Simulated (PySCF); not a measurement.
Nb(O)(OH)(NH2)2 (H5N2NbO2), SMILES [NH2][Nb]([NH2])(=[O])[OH], multiplicity 1.

Geometry: PBE0-D3(BJ)/def2-SVP. The multiplicity is an assumed one; no other spin state was optimised. The structure was generated by enumeration; whether it is a known compound was not checked. The def2 effective core potentials stand for the cores of Nb; spin–orbit coupling is left out. Other conformers were not sampled.

These are B3LYP/def2-TZVP (PySCF) values and carry that method's errors.

Symmetry labels are those of the subgroup Cs that the program uses (full group Cs).

Task: List the valence orbital energies around the gap with their symmetry. (An estimate is asked for; the answer gives what the named calculation found.)

Result: 
| orbital | symmetry | energy (eV) |
|---|---|---|
| HOMO−7 | A" | -10.93 |
| HOMO−6 | A' | -9.98 |
| HOMO−5 | A" | -9.56 |
| HOMO−4 | A' | -9.26 |
| HOMO−3 | A' | -8.93 |
| HOMO−2 | A" | -8.82 |
| HOMO−1 | A' | -7.81 |
| HOMO | A" | -7.01 |
| LUMO | A" | -0.82 |
| LUMO+1 | A' | -0.59 |
| LUMO+2 | A' | -0.38 |
| LUMO+3 | A' | 0.23 |
